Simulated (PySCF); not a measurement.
# `CC(C)S[SiH2]N[SiH3]`, C3H13NSSi2

Geometry:
| atom | x (Å) | y (Å) | z (Å) |
| --- | --- | --- | --- |
| C1 | -2.317 | 1.256 | -0.234 |
| C2 | -2.090 | -0.097 | -0.885 |
| C3 | -2.388 | -1.250 | 0.058 |
| S4 | -0.394 | -0.242 | -1.585 |
| Si5 | 0.918 | 0.223 | 0.039 |
| N6 | 2.467 | -0.130 | -0.611 |
| Si7 | 3.992 | -0.075 | 0.204 |
| H8 | -2.020 | 2.058 | -0.904 |
| H9 | -1.744 | 1.341 | 0.687 |
| H10 | -3.373 | 1.376 | 0.003 |
| H11 | -2.719 | -0.183 | -1.775 |
| H12 | -1.787 | -1.174 | 0.961 |
| H13 | -3.440 | -1.234 | 0.340 |
| H14 | -2.172 | -2.199 | -0.426 |
| H15 | 0.608 | -0.602 | 1.207 |
| H16 | 0.832 | 1.642 | 0.380 |
| H17 | 2.471 | -0.544 | -1.529 |
| H18 | 4.217 | -1.302 | 0.975 |
| H19 | 5.006 | 0.080 | -0.837 |
| H20 | 3.927 | 1.069 | 1.109 |

Method used: GIAO LC-wPBE/pcSseg-0 magnetisability, rotational g tensor and spin-rotation constants, non-relativistic, gas phase (PySCF). Geometry: GFN2-xTB.

(1) What are the magnetisability and the molar susceptibility?

(2) Split it along the inertial axes a, b, c into diamagnetic and paramagnetic parts about the centre of mass, with the quadrupole moment.

(3) And the rotational g tensor?

Answers

(1) Isotropic -1799 × 10⁻³⁰ J/T², or -108.3 × 10⁻⁶ cm³/mol; principal values -1912, -1778, -1706 × 10⁻³⁰ J/T², anisotropy 181 × 10⁻³⁰ J/T² (root of half the summed squared differences of the principal values). The susceptibility is in cgs units.

(2) 
| axis | χ (10⁻⁶ cm³/mol) | diamagnetic (10⁻⁶ cm³/mol) | paramagnetic (10⁻⁶ cm³/mol) | summed x² of all electrons (Å²) | quadrupole Θ (D Å) |
| --- | --- | --- | --- | --- | --- |
| a | -114.5 | -494.3 | 379.8 | 483.1 | +11.99 |
| b | -103.6 | -2285.2 | 2181.7 | 60.9 | -4.70 |
| c | -106.9 | -2308.1 | 2201.2 | 55.6 | -7.29 |

Anisotropies 2χaa − χbb − χcc = -18.5 and 2χbb − χaa − χcc = +14.3 × 10⁻⁶ cm³/mol. Θ is traceless in Buckingham's convention.

(3) 
```
axis  rotational constant (GHz)        g  nuclear part  electronic part
   a                     3.7630  -0.0266        0.6448          -0.6714
   b                     0.5696  -0.0043        0.5795          -0.5838
   c                     0.5603  -0.0029        0.5765          -0.5794
```
Asymmetric top; isotopes 12C, 1H, 14N, 32S, 28Si; no vibrational averaging.
